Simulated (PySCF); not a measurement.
Spinor energies of La³⁶⁺ (lanthanum, charge +36)

Start: [Ar] 3d3; 3d3/2 filled at m_j = -1/2, +1/2, +3/2. Calculated with PySCF 2.14 in an even-tempered Gaussian basis (16 s from 7 bohr⁻², ratio 2.8; 12 p from 9 bohr⁻², ratio 2.8; 8 d from 9 bohr⁻², ratio 2.8; 3 f from 29 bohr⁻², ratio 3): generalised Hartree-Fock with the X2C-1e Hamiltonian and a Gaussian nucleus; one run each with spin-orbit coupling (SO) switched off, then screened by Boettger's factors.

| spinor shell | electrons | ε, spin-free (eV) | ε, screened SO (eV) | weight of nominal j (screened SO) | rms radius, screened SO (bohr) |
| --- | --- | --- | --- | --- | --- |
| 1s1/2 | 2 | -40957.6 | -40950.7 | 1.000 | 0.0286 |
| 2s1/2 | 2 | -8116.6 | -8113.6 | 1.000 | 0.115 |
| 2p1/2 | 2 | -7462.7 | -7761.2 | 1.000 | 0.0992 |
| 2p3/2 | 4 | -7462.7 | -7327.5 | 1.000 | 0.104 |
| 3s1/2 | 2 | -2923.7 | -2922.8 | 1.000 | 0.287 |
| 3p1/2 | 2 | -2707.1 | -2785.7 | 0.996 | 0.276 |
| 3p3/2 | 4 | -2707.1 | -2671.0 | 0.998 | 0.287 |
| 3d3/2 | 3 | -2472.8 | -2478.4 | 0.973 | 0.250 |

| quantity | spin-free | screened SO |
| --- | --- | --- |
| E (hartree) | -7517.16715 | -7521.56308 |
| M_J | 3/2 | 3/2 |
| ⟨J²⟩ | 6.751 | 3.958 |
| ⟨L²⟩ | 12.000 | 8.762 |
| ⟨S²⟩ | 3.750 | 2.363 |

Each row is a mean over spinors that exchange with the open shell spreads, by up to 17.448 eV (3p1/2).

⟨J²⟩ departs a little from M_J(M_J + 1) because the unrestricted spinors polarise the closed shells.

Breit and QED terms are absent; they matter most for the inner s and p1/2 levels.

Densities and radii are taken from the X2C orbitals without a picture-change correction, which distorts them close to the nucleus.

Without spin-orbit coupling the j labels of p, d and f shells carry no meaning; the spin-free column gives the mean over the occupied spinors of each nl shell, and its ⟨J²⟩ belongs to a mixture of degenerate components.
